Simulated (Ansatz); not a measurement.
Coupled-cluster diagnostics for Al₂P₂⁻, Ansatz.

Geometry of the doublet (B3LYP-D4/def2-TZVPD):

```xyz
4

Al    1.1869   -0.8314   -1.5135
Al   -1.2893    0.2349    1.6349
P     0.9207    0.2879    0.6265
P    -0.8182    0.3086   -0.7480
```

Correlated methods freeze 20 core orbitals. At PBE0-D4/def2-TZVPD a doublet of charge -1 lies 1.56 eV below the quartet, each at its own geometry. The structure comes from a short search, and lower isomers may exist.

Geometry of the charge -1 quartet (B3LYP-D4/def2-TZVPD):

Cartesian coordinates in Å:
```
Al -0.911 1.371 -1.253
Al 0.912 -1.371 1.253
P -0.667 0.349 0.867
P 0.667 -0.349 -0.867
```

Question: Estimate the CCSD(T) correlation energy, the shares of MP2 and (T), T1 and the reference's ⟨S²⟩ for: charge -1, quartet, own geometry in def2-TZVPPD; charge 0, singlet, vertical in def2-TZVPPD; and the rough time on 2 threads of AMD EPYC 7R43 on a shared host.

Answer: 
```json
{"state": "charge -1, quartet, own geometry", "basis": "def2-TZVPPD", "correlation (eV)": "-13.073", "MP2 share (%)": "86.0", "(T) share (%)": "8.0", "T1": "0.060", "⟨S²⟩ (pure)": "3.81 (3.75)", "wall time": "91 s", "remarks": "large T1"}
{"state": "charge 0, singlet, vertical", "basis": "def2-TZVPPD", "correlation (eV)": "-13.209", "MP2 share (%)": "87.6", "(T) share (%)": "7.3", "T1": "0.020", "⟨S²⟩ (pure)": "0.00 (0.00)", "wall time": "57 s", "remarks": "large T1, restricted SCF unstable"}
```
Customary marks for T1 are 0.02 (closed shells), 0.045 (open shells) and about 0.05 (3d metals). T1 exceeds 0.02 in 2 of 2 rows and 0.045 in 1; the higher it lies, the less the single-reference result can be trusted.
